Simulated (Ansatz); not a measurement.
Basis-set extrapolation for ClH5Si3, SMILES `Cl[SiH]1[SiH2][SiH2]1` (PBE0-D4/def2-TZVP geometry, frozen core, the Gaussian-basis code of Ansatz). Multiplicity 1, RHF reference.

```json
{"": "HF", "def2-TZVPP": "-1329.249980", "def2-QZVPP": "-1329.288816"}
{"": "MP2 correlation", "def2-TZVPP": "-0.549002", "def2-QZVPP": "-0.596312"}
{"": "CCSD(T) correlation", "def2-TZVPP": "-0.642461", "def2-QZVPP": "not run"}
```

Energies in hartree. Use E(X) = E(∞) + A·exp(−7.88·√X) for Hartree–Fock and E(X) = E(∞) + B·X^(−2.97) for correlation, with X = 3 and 4, and add CCSD(T) minus MP2 of the smaller set to the MP2 limit.

**Question.** What is the CCSD(T) energy at the basis-set limit?

**Answer.** HF limit: -1329.288816 + (-0.038836) × 0.13774 = -1329.29417. MP2 limit: -0.596312 + (-0.047310) × 0.74074 = -0.63136. Higher-order term: -0.642461 − (-0.549002) = -0.09346. Total: -1330.01899 hartree, 79.4 kcal/mol below CCSD(T)/def2-TZVPP.
